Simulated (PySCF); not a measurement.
A run for PySCF: R-M06-2X/def2-TZVPPD on C4H12O (a complex).

```python
from pyscf import gto, dft

mol = gto.M(
    atom='''
    C     0.48432757    0.24327887   -0.27983338
    O    -0.51380241   -0.51807701    0.38321416
    H     0.75164376    1.14700212    0.27856529
    H     0.06813634    0.54281199   -1.24073835
    H     1.39336548   -0.34016136   -0.46387932
    H    -0.17449668   -0.79623419    1.23979806
    C    -0.30207460   -1.27334397    3.86099489
    C    -0.02327285    0.09187224    4.48446587
    C     0.33719039    1.15368579    3.44865886
    H    -0.53397079   -2.02435793    4.61802858
    H    -1.15357518   -1.22635463    3.17698160
    H     0.56741078   -1.63489992    3.30272201
    H     0.78903071    0.00064619    5.21125454
    H    -0.90225473    0.41702091    5.04817537
    H     0.51862622    2.12338354    3.91535285
    H     1.24419831    0.87651418    2.90401551
    H    -0.46447143    1.27867699    2.71715278
    ''',
    basis='def2-tzvppd',
    charge=0, spin=0, verbose=4, max_memory=1800)
mf = dft.RKS(mol, xc='m062x').density_fit(auxbasis='def2-universal-jkfit')
mf.grids.level = 4
mf.conv_tol = 1e-9
mf.max_cycle = 150
mf.kernel()
mf.dip_moment()
```

It printed:

```
PySCF version 2.14.0

[INPUT] verbose = 4
[INPUT] num. atoms = 17
[INPUT] num. electrons = 44
[INPUT] charge = 0
[INPUT] spin (= nelec alpha-beta = 2S) = 0
[INPUT] symmetry False subgroup None
[INPUT] Mole.unit = angstrom
[INPUT] Symbol           X                Y                Z      unit          X                Y                Z       unit  Magmom
[INPUT]  1 C      0.484327570000   0.243278870000  -0.279833380000 AA    0.915246461876   0.459730436194  -0.528808448711 Bohr   0.0
[INPUT]  2 O     -0.513802410000  -0.518077010000   0.383214160000 AA   -0.970945837041  -0.979023660334   0.724169809455 Bohr   0.0
[INPUT]  3 H      0.751643760000   1.147002120000   0.278565290000 AA    1.420400849638   2.167519871096   0.526412105910 Bohr   0.0
[INPUT]  4 H      0.068136340000   0.542811990000  -1.240738350000 AA    0.128759021730   1.025765998230  -2.344655673745 Bohr   0.0
[INPUT]  5 H      1.393365480000  -0.340161360000  -0.463879320000 AA    2.633079148623  -0.642811808560  -0.876604869649 Bohr   0.0
[INPUT]  6 H     -0.174496680000  -0.796234190000   1.239798060000 AA   -0.329750934846  -1.504664550115   2.342878783167 Bohr   0.0
[INPUT]  7 C     -0.302074600000  -1.273343970000   3.860994890000 AA   -0.570838263188  -2.406271365666   7.296222910445 Bohr   0.0
[INPUT]  8 C     -0.023272850000   0.091872240000   4.484465870000 AA   -0.043979312638   0.173613372050   8.474412309259 Bohr   0.0
[INPUT]  9 C      0.337190390000   1.153685790000   3.448658860000 AA    0.637197488935   2.180150176902   6.517020742455 Bohr   0.0
[INPUT] 10 H     -0.533970790000  -2.024357930000   4.618028580000 AA   -1.009058551618  -3.825482065791   8.726809251614 Bohr   0.0
[INPUT] 11 H     -1.153575180000  -1.226354630000   3.176981600000 AA   -2.179941154296  -2.317474382292   6.003625126783 Bohr   0.0
[INPUT] 12 H      0.567410780000  -1.634899920000   3.302722010000 AA    1.072250974326  -3.089513089873   6.241240064473 Bohr   0.0
[INPUT] 13 H      0.789030710000   0.000646190000   5.211254540000 AA    1.491051945771   0.001221122124   9.847843845996 Bohr   0.0
[INPUT] 14 H     -0.902254730000   0.417020910000   5.048175370000 AA   -1.705014334293   0.788055308117   9.539668878075 Bohr   0.0
[INPUT] 15 H      0.518626220000   2.123383540000   3.915352850000 AA    0.980061516818   4.012613348009   7.398944567535 Bohr   0.0
[INPUT] 16 H      1.244198310000   0.876514180000   2.904015510000 AA    2.351194050547   1.656371744498   5.487793975389 Bohr   0.0
[INPUT] 17 H     -0.464471430000   1.278676990000   2.717152780000 AA   -0.877723795385   2.416349312883   5.134674592801 Bohr   0.0

nuclear repulsion = 184.879934491379
number of shells = 150
number of NR pGTOs = 491
number of NR cGTOs = 392
basis = def2-tzvppd
ecp = {}


******** <class 'pyscf.df.df_jk.DFRKS'> ********
method = DFRKS
initial guess = minao
damping factor = 0
level_shift factor = 0
DIIS = <class 'pyscf.scf.diis.CDIIS'>
diis_start_cycle = 1
diis_space = 8
diis_damp = 0
SCF conv_tol = 1e-09
SCF conv_tol_grad = None
SCF max_cycles = 150
direct_scf = False
XC library pyscf.dft.libxc version 7.1.2
    S. Lehtola, C. Steigemann, M. J. T. Oliveira, and M. A. L. Marques,  SoftwareX 7, 1–5 (2018)
XC functionals = m062x
    Y. Zhao and D. G. Truhlar,  Theor. Chem. Acc. 120, 215 (2008)
    Y. Zhao and D. G. Truhlar,  Theor. Chem. Acc. 120, 215 (2008)
radial grids:
    Treutler-Ahlrichs [JCP 102, 346 (1995); DOI:10.1063/1.469408] (M4) radial grids

becke partition: Becke, JCP 88, 2547 (1988); DOI:10.1063/1.454033
pruning grids: <function nwchem_prune>
grids dens level: 4
symmetrized grids: False
atomic radii adjust function: <function treutler_atomic_radii_adjust>
small_rho_cutoff = 0
Set gradient conv threshold to 3.16228e-05
Initial guess from minao.
tot grids = 331192
******** <class 'pyscf.df.df.DF'> ********
auxbasis = def2-universal-jkfit
init E= -234.994932980052
  HOMO = -0.36359782166464  LUMO = -0.0130825207200687  gap/eV = 9.53801
cycle= 1 E= -234.767966105933  delta_E= 0.227  |g|= 0.588  |ddm|= 2.88
  HOMO = -0.249887317082944  LUMO = 0.012198192530197  gap/eV = 7.13171
cycle= 2 E= -234.756758371111  delta_E= 0.0112  |g|= 0.677  |ddm|= 1.36
  HOMO = -0.357389600520662  LUMO = 0.0114072847840495  gap/eV = 10.03547
cycle= 3 E= -234.836774638079  delta_E= -0.08  |g|= 0.0583  |ddm|= 0.472
  HOMO = -0.351203241245013  LUMO = 0.0113543516104542  gap/eV = 9.86569
cycle= 4 E= -234.837278394049  delta_E= -0.000504  |g|= 0.0256  |ddm|= 0.085
  HOMO = -0.352590140086001  LUMO = 0.011666083247058  gap/eV = 9.91192
cycle= 5 E= -234.83742550389  delta_E= -0.000147  |g|= 0.00475  |ddm|= 0.0401
  HOMO = -0.352677938422833  LUMO = 0.011547217753284  gap/eV = 9.91107
cycle= 6 E= -234.837430776715  delta_E= -5.27e-06  |g|= 0.000874  |ddm|= 0.0104
  HOMO = -0.35262122156167  LUMO = 0.011576377258325  gap/eV = 9.91032
cycle= 7 E= -234.837430967708  delta_E= -1.91e-07  |g|= 0.000284  |ddm|= 0.00246
  HOMO = -0.352618834236953  LUMO = 0.0115754959451522  gap/eV = 9.91023
cycle= 8 E= -234.837430986555  delta_E= -1.88e-08  |g|= 7.35e-05  |ddm|= 0.000676
  HOMO = -0.352630823266725  LUMO = 0.0115735971316098  gap/eV = 9.91051
cycle= 9 E= -234.837430988023  delta_E= -1.47e-09  |g|= 1.61e-05  |ddm|= 0.000181
  HOMO = -0.352630856150871  LUMO = 0.0115740387441117  gap/eV = 9.91052
cycle= 10 E= -234.83743098811  delta_E= -8.75e-11  |g|= 2.85e-06  |ddm|= 5.14e-05
  HOMO = -0.352630639694517  LUMO = 0.0115740189864814  gap/eV = 9.91051
Extra cycle  E= -234.837430988113  delta_E= -3.18e-12  |g|= 1.82e-06  |ddm|= 8.45e-06
converged SCF energy = -234.837430988113
Dipole moment(X, Y, Z, Debye):  1.37798,  0.41669,  0.99037
```

Self-consistency was reached.

Cost: very roughly 80 core-seconds.
